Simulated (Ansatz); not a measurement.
One change: `CC(=N)Cl` becomes `N=C([SiH3])Cl`.

Ansatz, PBE0-D4/def2-TZVP geometries, multiplicity 1. Each molecule was computed in one conformer, which needn't be the lowest.

```
                                        property  `CC(=N)Cl`
           HOMO energy (ωB97M-V/def2-TZVPP) / eV      -10.58
            HOMO–LUMO gap (PBE0/def2-TZVPP) / eV        7.89
               HOMO energy (PBE/def2-TZVPP) / eV       -6.76
             HOMO energy (B3LYP/def2-TZVPP) / eV       -8.00
           LUMO energy (ωB97M-V/def2-TZVPP) / eV        1.91
size of the dipole moment (B3LYP/def2-TZVPP) / D        0.89
```

(1) Give the same properties after the change, and the shifts. (Best estimate.)

Results:

(1) The calculation gave: 
```tsv
property	`N=C([SiH3])Cl`	shift
HOMO energy (ωB97M-V/def2-TZVPP) / eV	-10.50	0.08
HOMO–LUMO gap (PBE0/def2-TZVPP) / eV	7.07	-0.82
HOMO energy (PBE/def2-TZVPP) / eV	-6.86	-0.10
HOMO energy (B3LYP/def2-TZVPP) / eV	-8.02	-0.02
LUMO energy (ωB97M-V/def2-TZVPP) / eV	1.04	-0.87
size of the dipole moment (B3LYP/def2-TZVPP) / D	0.35	-0.54
```

Dipoles are sizes alone; their direction can turn.

B3LYP here is the variant with VWN-RPA as its local correlation; programs differ in this.
